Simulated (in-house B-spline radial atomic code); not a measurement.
The numbers below are computed, except where a source is named.
**Mg in an electron gas of r_s = 1.5: phase shifts, screening and friction**

A nucleus sits in a uniform electron gas with a rigid positive background. The Kohn-Sham equations are solved self-consistently in the spin-unpolarised LDA (PW92), non-relativistic, on B-splines with outgoing waves at the boundary and partial waves to l = 8. The model has no lattice, no bands and no magnetic solution. Atomic units; δ_l are the phase shifts at the Fermi level, counted so that each bound state adds π, and good to about 0.0005.

The density parameter is r_s = 1.5 bohr.

```tsv
l	δ_l (rad)
0	5.7416
1	3.3408
2	0.4491
3	0.0815
4	0.0199
5	0.0054
6	0.0015
7	0.0004
8	0.0001
```

Bound levels below the band bottom (hartree): s -45.33, s -2.394, p -1.204.

Q: Check the Friedel sum rule, and say where the screening charge sits.

A: k_F = (9π/4)^(1/3)/r_s = 1.27944. The rule is Z = (2/π) Σ (2l + 1) δ_l. The terms are s 3.655, p 6.380, d 1.430, f 0.363 and 0.169 beyond, in all 11.998 against Z = 12. Bound states hold 4 s, 6 p, 0 d electrons, so the scattering states carry 2.00 in all; where a term is smaller than its bound count, the bound level has drawn weight out of the band.

Q: Find the transport cross section and the electronic stopping of a 5 keV Mg ion (mass 24.3 u).

A: σ_tr = (4π/k_F²) Σ (l + 1) sin²(δ_l − δ_(l+1)). The terms for l = 0 to 3 are 0.4555, 0.1223, 0.3875, 0.0152, all together 0.9815, so σ_tr = 7.677 × 0.9815 = 7.535 bohr². With n = 3/(4π r_s³) = 0.07074, the friction coefficient is Q = n k_F σ_tr = 0.6819. For v well below v_F = 1.279, dE/dx = Q v; with 24801 eV per u at v = 1, v = √(5000/(24801 × 24.3)) = 0.0911, so dE/dx = 0.06211 hartree/bohr = 31.9 eV/nm. The largest term couples the s and p waves.
